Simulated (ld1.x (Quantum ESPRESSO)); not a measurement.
**Transferability test, PAW potential for fluorine**

| Item | Value |
| --- | --- |
| Element | F (Z = 9) |
| Generator | ld1.x (Quantum ESPRESSO) 7.5 |
| Type | PAW |
| Functional | PBEsol |
| Relativity | non-relativistic |
| Frozen core | [He] |
| Valence charge | 7 |
| Reference configuration | 2s2 2p5 |
| Partial waves | 2s (bound): rcut 0.45, rcutus 0.55 bohr; 2s channel at 0.9 Ry: rcut 0.45, rcutus 0.55 bohr; 2p (bound): rcut 0.90, rcutus 1.05 bohr; 2p channel at -0.1 Ry: rcut 0.90, rcutus 1.05 bohr; 3d channel at 0.3 Ry: rcut 0.90, rcutus 1.00 bohr |
| Local potential | all-electron potential smoothed inside 0.95 bohr (lloc = -1) |
| Core correction | a·sin(br)/r model core, default radius (ld1.x builds one for every PAW set, though the input has nlcc=.false.) |
| Augmentation charge | BESSEL, radius 0.45 bohr |

Energies are relative to the spin-unpolarised reference configuration 2s2 2p5; without spin polarisation the order of configurations can differ from experiment.

Give the all-electron excitation energy and the error of the potential for: 2s2 2p4; 2s2 2p3; 2s2 2p2; 2s2 2p4.5; 2s2 2p1; 2s2 2p5.3; 2s1 2p5.

| valence configuration | charge | ΔE all-electron (eV) | error AE − PS (meV) |
| --- | --- | --- | --- |
| 2s2 2p4 | +1 | 19.328 | -0.3 |
| 2s2 2p3 | +2 | 57.616 | -4.1 |
| 2s2 2p2 | +3 | 118.110 | -17 |
| 2s2 2p4.5 | +0.5 | 7.516 | 0.0 |
| 2s2 2p1 | +4 | 203.699 | -37 |
| 2s2 2p5.3 | -0.3 | -2.656 | 0.0 |
| 2s1 2p5 | +1 | 38.220 | +0.4 |
